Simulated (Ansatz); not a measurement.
Consider the redistribution: `C1[SiH2]N[SiH2]1` + `[AlH2][SiH2]O[SiH3]` → `[AlH2][SiH]1C[SiH2]N1` + disiloxane.

Calculated with Ansatz (gas phase, PBE0-D4/def2-TZVP geometries, no zero-point term in ΔE). CCSD(T)/CBS is the MP2 limit (def2-TZVPP, def2-QZVPP) plus CCSD(T) − MP2 in def2-TZVPP, frozen cores. Functionals use def2-TZVPP. One conformer a species, not always the lowest.

```
                species  r2SCAN-D4 energy (Eh)
     `C1[SiH2]N[SiH2]1`             -676.05403
  `[AlH2][SiH2]O[SiH3]`             -900.83531
`[AlH2][SiH]1C[SiH2]N1`             -919.04271
        `[SiH3]O[SiH3]`             -657.84620
```

Work out ΔE.

ΔE = (-919.04271) + (-657.84620) − (-676.05403) − (-900.83531) = 0.00043 Eh = +1.1 kJ/mol. CCSD(T)/CBS gives +0.4 kJ/mol.

Largest T1 diagnostic among the species: 0.012.
